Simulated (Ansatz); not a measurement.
C2H9Cl2NSi2 (SMILES CN(C)[Si]([SiH3])(Cl)Cl), singlet, geometry from GFN2-xTB, with bond 11-3 at 2.4 times its length; CASSCF(2,4)/STO-3G run with Ansatz (a program for electronic structure).

Input for Ansatz:
Ansatz 0.2 input:
```yaml
crystal:
  periodic: [false, false, false]
  atoms:
    - {symbol: C, position_ang: [-0.46970644, 2.44661185, 0.52352394]}
    - {symbol: N, position_ang: [-0.94135800, 1.10743975, 0.25982156]}
    - {symbol: C, position_ang: [-2.33482596, 1.09548969, -0.13111856]}
    - {symbol: Si, position_ang: [0.14514859, -0.19659169, -0.02462117]}
    - {symbol: Si, position_ang: [2.00193283, -0.03068049, 1.33942388]}
    - {symbol: Cl, position_ang: [0.66093640, -0.32475285, -2.01139119]}
    - {symbol: Cl, position_ang: [-0.94208899, -1.88373064, 0.32679058]}
    - {symbol: H, position_ang: [-1.08579261, 2.90686847, 1.30058996]}
    - {symbol: H, position_ang: [0.56280468, 2.42289955, 0.86450817]}
    - {symbol: H, position_ang: [-0.52697565, 3.07130296, -0.37482929]}
    - {symbol: H, position_ang: [-2.70769493, 2.41916908, -2.37132495]}
    - {symbol: H, position_ang: [-2.93767790, 1.56338335, 0.65139329]}
    - {symbol: H, position_ang: [-2.67617616, 0.07381608, -0.26894581]}
    - {symbol: H, position_ang: [2.68173100, -1.31901681, 1.47378071]}
    - {symbol: H, position_ang: [1.64143699, 0.42862387, 2.68248309]}
    - {symbol: H, position_ang: [2.96799188, 0.92644193, 0.79334660]}
basis:
  gaussian:
    orbitals: STO-3G
hamiltonian:
  xc: hf
magnetization: {spin_polarized: false}
correlation: {active_space: {window: {electrons: 2, orbitals: 4}}}
```

What the program printed (banner, timings and long lists left out):

```
Functional definition: HF
722 factors; integrals over basis functions are off by at most 4.7e-5 eV
mean field evaluation 1: about -43910.5786 eV, gradient 3.1e1 eV
mean field evaluation 2: about -43910.7949 eV, gradient 3.1e1 eV
mean field evaluation 4: about -43918.3363 eV, gradient 6.1e0 eV
mean field evaluation 8: about -43918.5474 eV, gradient 6.4e-2 eV
mean field -43918.54057618 eV, -1613.9765971185 hartree, gradient 1.2e-6 eV, S^2 0.000000; 0 other end points of the search recorded, 0 dependent functions left out
reference -43918.54057618 eV, -1613.9765971185 hartree; 45, 45 occupied and 15, 15 virtual orbitals, 722 factors
state -43923.24193876 eV, -1614.1493690069 hartree
Total energy: -43923.24193876 eV, -1614.1493690069 hartree
```
